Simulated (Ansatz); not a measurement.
CH₆O₂SiSn (`O[Si]1([SnH3])CO1`), relaxed with RKS PBE-D4/def2-SVP in Ansatz from a rough embedded geometry. The force threshold is 0.03 eV/Å; the program also tests the step.

Total charge 0; spin multiplicity 1. Sn: def2 effective core potential.

Start:

```xyz
11

O     1.709   -1.397    0.078
Si    0.596   -0.215   -0.265
Sn   -1.792   -0.721    0.315
C     1.195    1.506   -0.794
O     1.020    1.273    0.617
H     1.614   -1.624    1.063
H    -2.832    0.522   -0.454
H    -2.221   -2.261   -0.395
H    -1.999   -0.752    1.992
H     0.438    2.144   -1.156
H     2.272    1.524   -1.001
```

Task: By how much does the energy fall, and how many steps does the optimiser take? (Estimate.)

Result: Ansatz gave: 45.40 kJ/mol, in 12 steps, 2 of them rejected.

Task: Which bonds change most? (Estimate.)

Result: Computed: Sn3–H7 from 1.794 to 1.725 Å; Si2–O5 from 1.780 to 1.712 Å; Si2–C4 from 1.897 to 1.830 Å; Si2–Sn3 from 2.509 to 2.568 Å.

Task: Give the relaxed structure. (An estimate is asked.)

Result: Ansatz gave: 
```xyz
11

O     1.787   -1.303    0.200
Si    0.644   -0.096   -0.008
Sn   -1.823   -0.730    0.317
C     1.191    1.448   -0.823
O     0.973    1.452    0.644
H     1.654   -1.893    0.963
H    -2.791    0.548   -0.320
H    -2.229   -2.208   -0.479
H    -2.166   -0.907    2.002
H     0.507    2.118   -1.382
H     2.254    1.570   -1.114
```
